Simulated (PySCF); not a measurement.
# Ionisation energy of N²⁺ by level of theory

N²⁺ [He] 2s2 2p1 (2P) → N³⁺ [He] 2s2 (1S), as a difference of total energies. Computed with PySCF 2.14 in cc-pVDZ-DK (3s2p1d, 14 functions), with the spin-free X2C one-electron Hamiltonian (Gaussian nucleus). Correlated levels: valence: 1s2 frozen. The calculations carry no spin-orbit coupling.

| method | ionisation energy (eV) | difference from reference (eV) |
| --- | --- | --- |
| UHF | 47.297 | -0.148 |
| PBE0 | 48.030 | +0.585 |
| M06-L | 48.015 | +0.570 |
| MP2 (valence) | 47.286 | -0.159 |
| SCS-MP2 (valence) | 47.229 | -0.216 |
| CCSD (valence) | 47.014 | -0.431 |
| CCSD(T) (valence) | 47.028 | -0.417 |

Reference: 47.445 eV (semi-empirical (NIST evaluation); NIST Atomic Spectra Database, ionization energies).

Errors of the correlated levels include the incompleteness of this basis and the frozen core.

The coupled-cluster amplitudes are large for N³⁺ (T1 above 0.03 or a double amplitude above 0.15), so a single reference is strained.
